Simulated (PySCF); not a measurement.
## Potential energy of BeS along the bond

Set-up: Be def2-SVP, S def2-SVP; no relativity (PySCF 2.14). Energies in eV from Be + S in their ground configurations at the same level. State: ¹Σ⁺ (singlet), closed shell.

```csv
R (Å),r²SCAN,r²SCAN0
1.509,-2.450,-2.259
1.579,-3.101,-2.889
1.650,-3.472,-3.240
1.702,-3.612,-3.363
1.755,-3.659,-3.394
1.808,-3.633,-3.351
1.878,-3.511,-3.208
1.966,-3.261,-2.932
2.071,-2.872,-2.515
2.211,-2.283,-1.897
```

Problem. Put a parabola through the three lowest points of the r²SCAN curve and estimate Re, k and ωe (reduced mass 7.03 u; 1 eV/Å² = 0.16022 mdyn/Å; ωe = 1302.8·√(k/μ) cm⁻¹).

Solution. Through R = 1.702, 1.755, 1.808 Å the second-order coefficient is 13.0 eV/Å², so Re ≈ 1.763 Å, k ≈ 4.16 mdyn/Å and ωe ≈ 1003 cm⁻¹. A polynomial fit of higher order to the unrounded r²SCAN energies gives Re = 1.760 Å, k = 4.10 mdyn/Å, ωe = 995 cm⁻¹; anharmonicity and rounding make the difference.

The higher-order fit for each curve: r²SCAN: Re = 1.760 Å, ωe = 995 cm⁻¹, De = 3.66 eV; r²SCAN0: Re = 1.749 Å, ωe = 1023 cm⁻¹, De = 3.39 eV.
